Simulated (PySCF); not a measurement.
# Correlation energy of Mn²⁺ (manganese, charge +2)

[Ar] 3d4 4p1, one real determinant (an excited configuration). Calculation: PySCF 2.14, in def2-TZVPPD (6s6p4d2f1g, 67 functions); the non-relativistic Hamiltonian (point nucleus). Frozen: [Ne]; 13 electrons correlated.

| level | correlation energy (mhartree) |
| --- | --- |
| CCSD | -359.63 |
| (T) | -6.37 |
| CCSD(T) | -366.00 |

Diagnostics: T1 = 0.0069, D1 = 0.0271, largest double amplitude 0.034.

The real determinant used has ⟨L²⟩ near 8 against 12 for a pure F term, so it mixes terms.

Cost of the coupled-cluster step: of the order of 9 core-seconds, for 13 correlated electrons.

The reference is one real determinant that mixes LS terms of this configuration.

This basis was not built for core-valence correlation, so the inner-shell part is incomplete.
